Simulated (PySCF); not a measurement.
Calculated NMR parameters of PhCH2CH2F

| Quantity | Value |
| --- | --- |
| Formula | C8H9F |
| SMILES | FCCc1ccccc1 |
| InChI | InChI=1S/C8H9F/c9-7-6-8-4-2-1-3-5-8/h1-5H,6-7H2 |
| Point group of the computed structure | C1 |
| Degrees of unsaturation | 4 |
| Carbon signals | 6 |
| Proton signals | 5 |

Atoms are numbered as in `[F:1][CH2:2][CH2:3][c:4]1[cH:5][cH:6][cH:7][cH:8][cH:9]1`; H(Xn) means a hydrogen on atom n.

Computed data (PySCF 2.14): PBE0-D3(BJ)/def2-SVP geometry, shielding tensors at KT2/pcSseg-1 (GIAO). Relativity neglected, equivalent nuclei averaged, gas phase, one computed conformer.

Shifts are taken against calculated references (same method and geometry level): $^{1}$H and $^{13}$C vs TMS; $^{19}$F against CFCl3.

```tsv
carbon	δC, type	δH (multiplicity)	HMBC from (2–3 bonds)	span of the C tensor (ppm)
C2	87.3, CH2	4.29 (m)	H(C3)	97
C3	42.1, CH2	2.83 (m)	H(C5)/H(C9), H(C2)	42
C4	129.9, C	–	H(C6)/H(C8), H(C5)/H(C9), H(C2), H(C3)	212
C5/C9	124.8, CH	7.06 (m)	H(C6)/H(C8), H(C7), H(C5)/H(C9), H(C3)	199
C6/C8	123.7, CH	7.15 (m)	H(C6)/H(C8), H(C7), H(C5)/H(C9)	212
C7	122.1, CH	7.08 (m)	H(C6)/H(C8), H(C5)/H(C9)	213
```

Other nuclei:
| atoms | nucleus | environment | δ (ppm) | σ (ppm) |
| --- | --- | --- | --- | --- |
| F1 | $^{19}$F | fluorine on an sp3 carbon | -245.4 | 383.9 |

Carbon types of the structure: 1 × C, 5 × CH, 2 × CH2, which accounts for all hydrogens. δC 129.9: substituted aromatic carbon. δC 124.8, 123.7, 122.1: aromatic CH. δC 87.3: sp3 CH2 bonded to F; the inductive effect lowers its shielding. δC 42.1: sp3 CH2 on an aromatic ring; saturated and bonded to C and H only. δH 7.15, 7.08, 7.06: hydrogen on an aromatic CH; it sits in the deshielding region of the aromatic ring current.

Splittings by $^{19}$F in the carbon and heteronuclear signals aren't shown, as no couplings were computed. Shifts are as computed. Against solution values, carbons near 30 ppm lie about +2 ppm off and those near 130 ppm about -5 ppm. Of 1211 compounds with measured shifts, 218 miss one by over three times the rms of a fit or turn the order of signals round; such compounds aren't used in these exercises. Unscaled 19F shifts against computed CFCl3 carry errors that often reach 10 to 50 ppm. Multiplicities follow the n + 1 count of equivalent neighbours, as no J values were calculated; m marks all less simple cases, F and P coupling included.
